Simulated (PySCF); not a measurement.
## Working out the ionisation energy of Nb⁺

Nb⁺ [Kr] 4d4 (5D) → Nb²⁺ [Kr] 4d3 (4F). Calculation: PySCF 2.14, in x2c-TZVPPall with one added diffuse shell each of s, p, d, f type (9s7p7d3f1g, 95 functions); the spin-free X2C one-electron Hamiltonian (Gaussian nucleus). Frozen: [Ar] 3d10. Energies in hartree (1 hartree = 27.21139 eV):

```tsv
part	Nb⁺ (lower)	Nb²⁺ (upper)
UHF	-3817.015506	-3816.535248
MP2 opposite-spin	-0.183828	-0.170667
MP2 same-spin	-0.098858	-0.074136
```

Question: What does Hartree-Fock give?

Answer: (-3816.535248) − (-3817.015506) = 0.480258 hartree = 13.068 eV.

Question: What do MP2 and SCS-MP2 (6/5 opposite-spin, 1/3 same-spin) give?

Answer: The opposite-spin parts differ by 0.358 eV and the same-spin parts by 0.673 eV. MP2: 13.068 + (0.358) + (0.673) = 14.099 eV. SCS-MP2: 13.068 + 1.2 × (0.358) + (0.673)/3 = 13.722 eV.

A first-order spin-orbit estimate adds -0.052 eV to MP2 (valence and next inner shell), giving 14.047 eV against 14.32 eV (semi-empirical (NIST evaluation); NIST Atomic Spectra Database, ionization energies).

What remains against the reference includes basis incompleteness, the frozen core and correlation beyond second order.
